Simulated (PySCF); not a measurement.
# Ir (iridium, neutral) across methods

[Xe] 4f14 5d7 6s1 7s1, high-spin 6F determinant (an excited configuration). All numbers are calculated (PySCF 2.14, scalar relativity through the core potential, in aug-cc-pVTZ-PP with ECP60MDF (6s6p5d3f2g, 88 functions)). The B2PLYP total includes its PT2 part (frozen core); its orbital energies are those of the SCF part.

```
   method  E (hartree)  mean ε 5d β (eV)  mean ε 6s α (eV)  mean ε 7s α (eV)  Σ⟨r²⟩ (bohr²)   ⟨S²⟩
    M06-L    -104.2459           -10.776            -9.987            -1.727          121.0  8.755
BHandHLYP    -104.0644           -13.583           -11.955            -1.970          115.7  8.752
      PBE    -104.2173           -10.550           -10.579            -1.695          114.7  8.751
      LDA    -103.9850           -10.586           -10.837            -1.681          113.3  8.751
  wB97X-V    -104.1290           -14.624           -13.195            -2.541          115.9  8.751
     PBE0    -104.1822           -12.066           -11.385            -1.945          115.3  8.752
      UHF   -103.45694           -15.674           -13.143            -2.420          117.4  8.755
   B2PLYP    -103.9803           -13.471           -11.954            -1.993          116.1  8.752
   r2SCAN    -104.2316           -10.692           -10.901            -1.640          115.0  8.753
```

Energies and moments cover only the electrons outside the core potential. Spin-orbit coupling, absent here, splits the open shell strongly. The outer electron is Rydberg-like, and this basis confines it to a smaller radius and binds it less than a complete one would.
